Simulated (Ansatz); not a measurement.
Total energies of BeH₂ from Ansatz at PBE0-D4/def2-TZVP, gas phase (1 Eh = 27.2114 eV = 2625.5 kJ/mol). The reference geometry is relaxed at PBE-D4/def2-TZVP.

```xyz
3

Be    0.0000    0.0000    0.0000
H    -0.2612   -0.5118   -1.2131
H     0.2612    0.5118    1.2131
```

```json
{"state": "charge 0 singlet", "geometry": "reference", "energy (Eh)": "-15.87189"}
{"state": "charge 1 doublet", "geometry": "reference", "energy (Eh)": "-15.43946"}
{"state": "charge 1 doublet", "geometry": "relaxed at PBE-D4/def2-TZVP", "energy (Eh)": "-15.45285"}
{"state": "free Be atom (singlet)", "geometry": "–", "energy (Eh)": "-14.63549"}
{"state": "free H atom (doublet)", "geometry": "–", "energy (Eh)": "-0.50104"}
```

**Question.** Work out the vertical ionisation energy to the doublet.

**Answer.** E(charge 1 doublet) − E(charge 0 singlet) = -15.43946 − (-15.87189) = 0.43243 Eh = 11.77 eV. For comparison, −ε of the highest occupied level is 8.79 eV at this level, 2.98 eV less.

**Question.** How much does the charge 1 doublet relax, and what is the adiabatic ionisation energy?

**Answer.** Relaxation: -15.43946 − (-15.45285) = 0.01339 Eh = 0.36 eV. Adiabatic ionisation energy: 0.41904 Eh = 11.40 eV, without zero-point energy. 

**Question.** What is the binding energy per atom against free atoms?

**Answer.** Atoms: 1 × (-14.63549) + 2 × (-0.50104) = -15.63757 Eh. Binding: -15.63757 − (-15.87189) = 0.23432 Eh = 6.38 eV, or 2.13 eV for each of 3 atoms (no zero-point energy, no counterpoise term).
